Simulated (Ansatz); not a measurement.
Relaxation of CH6Al2FNS (12 atoms, charge 0, multiplicity 1), to a largest force component of 0.02 eV/Å in at most 50 steps.

The calculation used RKS PBE0/6-31G in Ansatz 0.2.0.

```xyz
12
Properties=species:S:1:pos:R:3
N 1.519 -1.149 0.573
C 1.742 0.326 0.562
S 1.260 1.059 -1.061
Al -0.864 1.292 -0.638
F -1.570 2.790 0.083
Al -2.482 -0.583 -1.146
H 1.885 -1.500 1.451
H 0.474 -1.223 0.599
H 2.479 1.212 -1.690
H 1.211 0.832 1.422
H -1.914 -1.953 -1.743
H -4.023 -0.451 -0.822
```

**Question.** Where does it end, and by what steps?

**Answer.** It converged. Limits of this set-up: no polarisation functions. After 26 steps the energy has fallen by 4.933 eV; H11 moved furthest, 1.33 Å. Parted: C2–S3. Joined: C2–Al4.

```json
{"step": "0", "energy less start (eV)": "0.0000", "largest force component (eV/Å)": "2.405", "accepted": "yes"}
{"step": "1", "energy less start (eV)": "-0.7569", "largest force component (eV/Å)": "1.941", "accepted": "yes"}
{"step": "2", "energy less start (eV)": "-1.4835", "largest force component (eV/Å)": "2.617", "accepted": "yes"}
{"step": "3", "energy less start (eV)": "-2.2697", "largest force component (eV/Å)": "2.928", "accepted": "yes"}
{"step": "4", "energy less start (eV)": "-3.0513", "largest force component (eV/Å)": "1.860", "accepted": "yes"}
{"step": "5", "energy less start (eV)": "-3.5879", "largest force component (eV/Å)": "2.351", "accepted": "yes"}
{"step": "6", "energy less start (eV)": "-4.0313", "largest force component (eV/Å)": "4.233", "accepted": "yes"}
{"step": "7", "energy less start (eV)": "-4.4026", "largest force component (eV/Å)": "1.631", "accepted": "yes"}
{"step": "8", "energy less start (eV)": "-4.6051", "largest force component (eV/Å)": "0.881", "accepted": "yes"}
{"step": "9", "energy less start (eV)": "-4.7518", "largest force component (eV/Å)": "1.352", "accepted": "yes"}
{"step": "10", "energy less start (eV)": "-4.8135", "largest force component (eV/Å)": "0.947", "accepted": "yes"}
{"step": "11", "energy less start (eV)": "-4.8400", "largest force component (eV/Å)": "0.304", "accepted": "yes"}
{"step": "12", "energy less start (eV)": "-4.8548", "largest force component (eV/Å)": "0.260", "accepted": "yes"}
{"step": "13", "energy less start (eV)": "-4.8668", "largest force component (eV/Å)": "0.195", "accepted": "yes"}
{"step": "14", "energy less start (eV)": "-4.8740", "largest force component (eV/Å)": "0.327", "accepted": "yes"}
{"step": "15", "energy less start (eV)": "-4.8936", "largest force component (eV/Å)": "0.217", "accepted": "yes"}
{"step": "16", "energy less start (eV)": "-4.9067", "largest force component (eV/Å)": "0.140", "accepted": "yes"}
{"step": "17", "energy less start (eV)": "-4.9133", "largest force component (eV/Å)": "0.208", "accepted": "yes"}
{"step": "18", "energy less start (eV)": "-4.9183", "largest force component (eV/Å)": "0.106", "accepted": "yes"}
{"step": "19", "energy less start (eV)": "-4.9220", "largest force component (eV/Å)": "0.120", "accepted": "yes"}
{"step": "20", "energy less start (eV)": "-4.9264", "largest force component (eV/Å)": "0.126", "accepted": "yes"}
{"step": "21", "energy less start (eV)": "-4.9280", "largest force component (eV/Å)": "0.210", "accepted": "yes"}
{"step": "22", "energy less start (eV)": "-4.9304", "largest force component (eV/Å)": "0.125", "accepted": "yes"}
{"step": "23", "energy less start (eV)": "-4.9319", "largest force component (eV/Å)": "0.037", "accepted": "yes"}
{"step": "24", "energy less start (eV)": "-4.9326", "largest force component (eV/Å)": "0.030", "accepted": "yes"}
{"step": "25", "energy less start (eV)": "-4.9329", "largest force component (eV/Å)": "0.028", "accepted": "yes"}
{"step": "26", "energy less start (eV)": "-4.9330", "largest force component (eV/Å)": "0.016", "accepted": "yes"}
```

```xyz
12
Properties=species:S:1:pos:R:3
N 0.912 -1.127 0.861
C 0.903 0.176 0.736
S 1.265 1.297 -2.043
Al -0.447 1.166 -0.445
F -0.796 2.684 0.327
Al -2.217 -0.599 -1.008
H 1.676 -1.651 1.276
H 0.141 -1.679 0.490
H 1.937 2.399 -1.560
H 1.772 0.677 1.176
H -1.803 -2.089 -0.430
H -3.625 -0.601 -1.790
```

Whether the end is a true minimum wasn't checked by a vibrational analysis.

Time of the run: 3 min on 1 CPU thread of a shared host.
